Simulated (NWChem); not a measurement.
System: N2H3 anion

Input file for NWChem:

```
start job
memory heap 200 mb stack 700 mb global 900 mb
charge -1
geometry units angstroms noautoz
  N      0.005488    -0.805974     0.138560
  N      0.077348     0.656455    -0.039253
  H      0.675708    -1.145630    -0.560103
  H      0.307789     1.082281     0.868410
  H     -0.871442     1.007239    -0.226270
end
basis spherical
  * library 6-311++g**
end
dft
  xc pbe0
  iterations 150
  mulliken
end
task dft energy
```

Output (shortened):

```
             Northwest Computational Chemistry Package (NWChem) 7.3.0
             --------------------------------------------------------

 CS  symmetry detected

                             Geometry "geometry" -> ""
                             -------------------------

 Output coordinates in angstroms (scale by  1.889725989 to convert to a.u.)

  No.       Tag          Charge          X              Y              Z
 ---- ---------------- ---------- -------------- -------------- --------------
    1 N                    7.0000    -0.09477057    -0.80047909     0.00000000
    2 N                    7.0000     0.08950071     0.66291558     0.00000000
    3 H                    1.0000     0.87207234    -1.14385255     0.00000000
    4 H                    1.0000    -0.41759169     1.05339856     0.80537879
    5 H                    1.0000    -0.41759169     1.05339856    -0.80537879

 Effective nuclear repulsion energy (a.u.)      34.6173941277

      Symmetry information
      --------------------

 Group name             Cs
 Group number              2
 Group order               2
 No. of unique centers     4

                                 NWChem DFT Module
                                 -----------------

 Summary of "ao basis" -> "ao basis" (spherical)
 ------------------------------------------------------------------------------
       Tag                 Description            Shells   Functions and Types
 ---------------- ------------------------------  ------  ---------------------
 N                         6-311++g**               10       22   5s4p1d
 H                         6-311++g**                5        7   4s1p

      Symmetry analysis of basis
      --------------------------

        a'         45
        a"         20

            General Information
            -------------------
          SCF calculation type: DFT
          Wavefunction type:  closed shell.
          No. of atoms     :     5
          No. of electrons :    18
           Alpha electrons :     9
            Beta electrons :     9
          Charge           :    -1
          Spin multiplicity:     1
          Use of symmetry is: on ; symmetry adaption is: on
          Maximum number of iterations: 150
          AO basis - number of functions:    65
                     number of shells:    35
          Convergence on energy requested:  1.00D-06
          Convergence on density requested:  1.00D-05
          Convergence on gradient requested:  5.00D-04

              XC Information
              --------------
                         PBE0 Method XC Functional
                     Hartree-Fock (Exact) Exchange  0.250
          PerdewBurkeErnzerhof Exchange Functional  0.750
            Perdew 1991 LDA Correlation Functional  1.000 local
           PerdewBurkeErnz. Correlation Functional  1.000 non-local

             Grid Information
             ----------------
          Grid used for XC integration:  medium
          Radial quadrature: Mura-Knowles
          Angular quadrature: Lebedev.
          Tag              B.-S. Rad. Rad. Pts. Rad. Cut. Ang. Pts.
          ---              ---------- --------- --------- ---------
          N                   0.65       49          11.0       434
          H                   0.35       45          12.0       434
          Grid pruning is: on
          Number of quadrature shells:   188
          Spatial weights used:  Erf1

      Superposition of Atomic Density Guess
      -------------------------------------

 Sum of atomic energies:        -110.11539053

 Renormalizing density from      17.00 to     18

      Non-variational initial energy
      ------------------------------

 Total energy =    -114.673588
 1-e energy   =    -229.961601
 2-e energy   =      80.670619
 HOMO         =       0.177633
 LUMO         =       0.201868

      Symmetry analysis of molecular orbitals - initial
      -------------------------------------------------

  Numbering of irreducible representations:

     1 a'          2 a"

  Orbital symmetries:

     1 a'          2 a'          3 a'          4 a'          5 a"
     6 a'          7 a'          8 a'          9 a"         10 a'
    11 a'         12 a"         13 a'         14 a'         15 a"
    16 a'         17 a'         18 a"         19 a'

     ---------------------------------------------
      Total Density - Mulliken Population Analysis
     ---------------------------------------------

    Atom       Charge   Shell Charges
 -----------   ------   -------------------------------------------------------
    1 N    7     8.01   1.09  0.91  0.56  0.84  1.52  0.88  1.49  0.05  0.66  0.02
    2 N    7     7.22   1.09  0.91  0.53  0.79  1.47  0.75  1.37 -0.08  0.36  0.02
    3 H    1     0.96   0.25  0.46  0.20  0.01  0.04
    4 H    1     0.91   0.25  0.44  0.17  0.01  0.03
    5 H    1     0.91   0.25  0.44  0.17  0.01  0.03

   convergence    iter        energy       DeltaE   RMS-Dens  Diis-err
 ---------------- ----- ----------------- --------- --------- ---------
 d= 0,ls=0.0,diis     1   -110.9183444723 -1.46D+02  3.08D-02  2.16D+00
 d= 0,ls=0.0,diis     2   -110.7544346648  1.64D-01  2.84D-02  3.52D+00
 d= 0,ls=0.0,diis     3   -111.1177930493 -3.63D-01  5.66D-03  2.29D-02
 d= 0,ls=0.0,diis     4   -111.1202682231 -2.48D-03  1.17D-03  3.39D-04
 d= 0,ls=0.0,diis     5   -111.1203063423 -3.81D-05  2.23D-04  2.26D-04
  Resetting Diis
 d= 0,ls=0.0,diis     6   -111.1203315163 -2.52D-05  1.93D-04  8.61D-06
 d= 0,ls=0.0,diis     7   -111.1203338526 -2.34D-06  9.78D-05  4.69D-07
 d= 0,ls=0.0,diis     8   -111.1203340864 -2.34D-07  1.85D-05  5.15D-07
 d= 0,ls=0.0,diis     9   -111.1203341498 -6.35D-08  1.68D-05  7.88D-08
 d= 0,ls=0.0,diis    10   -111.1203341694 -1.96D-08  1.45D-05  5.15D-09
 d= 0,ls=0.0,diis    11   -111.1203341727 -3.24D-09  1.47D-06  2.77D-09

         Total DFT energy =     -111.120334172665
      One electron energy =     -223.719110391661
           Coulomb energy =       92.931510308212
    Exchange-Corr. energy =      -14.950128216889
 Nuclear repulsion energy =       34.617394127672

 Numeric. integr. density =       18.000000229665

                  Occupations of the irreducible representations
                  ----------------------------------------------

                     irrep           alpha         beta
                     --------     --------     --------
                     a'                7.0          7.0
                     a"                2.0          2.0

                       DFT Final Molecular Orbital Analysis
                       ------------------------------------

 Vector    7  Occ=2.000000D+00  E=-1.185005D-01  Symmetry=a'
              MO Center=  3.9D-02,  1.1D-01, -1.8D-15, r^2= 1.6D+00
   Bfn.  Coefficient  Atom+Function         Bfn.  Coefficient  Atom+Function
  ----- ------------  ---------------      ----- ------------  ---------------
    29      0.279500  2 N  px                33      0.269706  2 N  px
    36     -0.262421  2 N  s                 32      0.231877  2 N  s
    10     -0.220747  1 N  s                 28      0.191055  2 N  s
     6     -0.188288  1 N  s                 25      0.187939  2 N  px
     7      0.169314  1 N  px                14      0.151024  1 N  s

 Vector    8  Occ=2.000000D+00  E= 2.703714D-02  Symmetry=a'
              MO Center= -2.1D-02, -2.4D-01,  9.1D-17, r^2= 2.1D+00
   Bfn.  Coefficient  Atom+Function         Bfn.  Coefficient  Atom+Function
  ----- ------------  ---------------      ----- ------------  ---------------
    14      0.578921  1 N  s                 36     -0.362460  2 N  s
    10      0.324992  1 N  s                 37      0.249649  2 N  px
     7     -0.242136  1 N  px                29      0.242116  2 N  px
    33      0.237822  2 N  px                47     -0.217697  3 H  s
    11     -0.196784  1 N  px                46     -0.171358  3 H  s

 Vector    9  Occ=2.000000D+00  E= 6.513241D-02  Symmetry=a"
              MO Center= -8.2D-02, -7.1D-01, -6.5D-15, r^2= 1.6D+00
   Bfn.  Coefficient  Atom+Function         Bfn.  Coefficient  Atom+Function
  ----- ------------  ---------------      ----- ------------  ---------------
    13      0.386485  1 N  pz                 9      0.381313  1 N  pz
    17      0.315338  1 N  pz                 5      0.254105  1 N  pz
    54     -0.205943  4 H  s                 61      0.205943  5 H  s
    53     -0.121770  4 H  s                 60      0.121770  5 H  s
    52     -0.057224  4 H  s                 59      0.057224  5 H  s

 Vector   10  Occ=0.000000D+00  E= 1.473945D-01  Symmetry=a'
              MO Center= -8.4D-01,  1.8D+00, -5.5D-14, r^2= 9.7D+00
   Bfn.  Coefficient  Atom+Function         Bfn.  Coefficient  Atom+Function
  ----- ------------  ---------------      ----- ------------  ---------------
    36      2.289749  2 N  s                 55     -1.257775  4 H  s
    62     -1.257775  5 H  s                 37     -0.400963  2 N  px
    54     -0.392471  4 H  s                 61     -0.392471  5 H  s
    48      0.218029  3 H  s                 38      0.170732  2 N  py
    28      0.125010  2 N  s                 47     -0.097362  3 H  s

 Vector   11  Occ=0.000000D+00  E= 1.729714D-01  Symmetry=a'
              MO Center=  1.8D+00, -1.7D+00,  3.7D-15, r^2= 9.2D+00
   Bfn.  Coefficient  Atom+Function         Bfn.  Coefficient  Atom+Function
  ----- ------------  ---------------      ----- ------------  ---------------
    48      2.607106  3 H  s                 14     -1.024368  1 N  s
    15     -0.534034  1 N  px                36     -0.526168  2 N  s
    16      0.502345  1 N  py                55     -0.481909  4 H  s
    62     -0.481909  5 H  s                 38      0.221460  2 N  py
    47      0.129095  3 H  s                 32      0.119806  2 N  s

[...]
```

Level: PBE0/6-311++G** (spherical d). Coordinates come from a B3LYP/def2-SVPD optimisation. The highest occupied level is positive, so the extra electron may be held by the finite basis.
